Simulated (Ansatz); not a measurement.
A geometry optimisation of FGaHNO with PBE0-D3(BJ)/def2-SVP

The starting geometry of this gas-phase singlet was optimised with GFN2-xTB; its bonds are those of `O=[N][GaH][F]`.

```yaml
atoms:
  - { symbol: F, position_ang: [1.9211, 2.4551, -0.6796] }
  - { symbol: Ga, position_ang: [1.2109, 1.7638, -2.1200] }
  - { symbol: N, position_ang: [-0.6761, 2.5223, -1.8919] }
  - { symbol: O, position_ang: [-1.5786, 2.3485, -2.6386] }
  - { symbol: H, position_ang: [2.2821, 0.8996, -2.9252] }
```

**Question.** Where would you expect an optimisation with PBE0-D3(BJ)/def2-SVP to take it?

**Answer.** It keeps its bonds, and is `O=[N][GaH][F]`.

The energy falls by 0.11 eV over 9 steps:

```
step  E − E(last) (eV)
   1             0.106
   2             0.057
   3             0.024
   4             0.007
   5             0.002
   6             0.001
   7             0.000
   8             0.000
   9             0.000
```

Final geometry (Å):

```yaml
atoms:
  - { symbol: F, position_ang: [2.1874, 2.4391, -0.5650] }
  - { symbol: Ga, position_ang: [1.2019, 1.8999, -1.9127] }
  - { symbol: N, position_ang: [-0.7496, 2.5440, -1.9000] }
  - { symbol: O, position_ang: [-1.3153, 2.1201, -2.8559] }
  - { symbol: H, position_ang: [1.8350, 0.9861, -3.0218] }
```

Frequencies at the end are all real (lowest 30 cm⁻¹). Run with Ansatz 0.2.0, 49 s on 1 thread of AMD EPYC (Zen 3), with other jobs on the host.
